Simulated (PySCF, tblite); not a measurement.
Isomers of [C6H6N]- (charge -1), one GFN2-xTB conformer each. Single-point energies are computed at PBE0/pcSseg-1 (PySCF, gas phase, no added dispersion term), electronic only.

Question: Rank them by PBE0/pcSseg-1 energy, lowest first (kJ/mol).
A. `[C-:1]#[C:2][CH2:3][C@@H:4]([CH3:5])[C:6]#[N:7]` (charge -1) with C2–C3–C4–C5 58°
B. `[C-:1]#[C:2][C@@H:3]([C:4]#[N:5])[CH2:6][CH3:7]` (charge -1) with C2–C3–C6–C7 177°

Answer: A (0.0), B (18.5).

Neighbours under 21 kJ/mol apart ([C-]#CC[C@@H](C)C#N and [C-]#C[C@@H](C#N)CC) can change places with a better method, another conformer or zero-point energy. GFN2-xTB itself gives, in the same order: 15.6, 0.0. GFN2-xTB puts [C-]#C[C@@H](C#N)CC lowest instead.

What happens when harmonic zero-point energies from GFN2-xTB frequencies are added?

| SMILES | ZPE (kJ/mol) | electronic (kJ/mol) | with ZPE (kJ/mol) |
| --- | --- | --- | --- |
| [C-]#CC[C@@H](C)C#N | 253.4 | 0.0 | 0.0 |
| [C-]#C[C@@H](C#N)CC | 254.9 | 18.5 | 20.0 |

The zero-point energies span 1.5 kJ/mol. The order is unchanged.
